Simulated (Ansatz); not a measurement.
`C=CB[SeH]` + HCl → `C=CBCl` + H₂Se at 400 K and 1 bar (ligand exchange at a B–Se bond).

Isolated molecules relaxed with PBE0-D4/def2-TZVP in Ansatz; ΔE leaves out vibrations. CCSD(T)/CBS is the MP2 limit (def2-TZVPP, def2-QZVPP) plus CCSD(T) − MP2 in def2-TZVPP, frozen cores. This one scheme is used for every species. For Se outer-core shells are correlated without core-valence functions, which leaves a few kJ/mol of doubt a bond. Scalar relativity is left out up to krypton. Each species was taken in one conformer, which may not be the lowest.

| species | CCSD(T)/CBS energy (Eh) | H − E (kJ/mol) | S (J/(mol·K)) |
| --- | --- | --- | --- |
| `C=CB[SeH]` | -2504.61289 | 194.2 | 343.7 |
| HCl | -460.38127 | 29.6 | 195.4 |
| `C=CBCl` | -563.09944 | 171.9 | 321.6 |
| H₂Se | -2401.89790 | 49.4 | 229.5 |

H − E and S are ideal-gas, rigid-rotor, harmonic terms from PBE0-D4/def2-TZVP, for one conformer and one mirror image of each species. 1 Eh = 2625.50 kJ/mol, R = 8.31446 J/(mol·K).

Q: By hand: ΔE, ΔH, ΔS and ΔG.

A: ΔE = (-563.09944) + (-2401.89790) − (-2504.61289) − (-460.38127) = -0.00318 Eh = -8.3 kJ/mol. Δ(H − E) = 171.9 + 49.4 − 194.2 − 29.6 = -2.5, so ΔH = -10.8 kJ/mol. ΔS = 321.6 + 229.5 − 343.7 − 195.4 = 12.0 J/(mol·K). ΔG = -10.8 − 400 × (12.0)/1000 = -15.6 kJ/mol.

Q: By hand: the equilibrium constant, and the temperature at which ΔG would vanish if ΔH and ΔS stayed fixed.

A: log₁₀ K = −ΔG/(RT ln 10) = 2.0. ΔH and −TΔS have one sign here, so there is no such temperature.

TΔS isn't small against ΔH here. A doubt of 5 kJ/mol in ΔE shifts log₁₀ K by 0.7 here. Other conformers and mirror images would add mixing entropy, several J/(mol·K) or more a flexible species. These are equilibria of isolated gas molecules and say nothing of rates. Largest T1 diagnostic: 0.013 (customary marks: 0.02 for closed shells, 0.045 for open ones).

ΔS is within the doubt of such terms, so its sign, and with it that verdict, could turn.
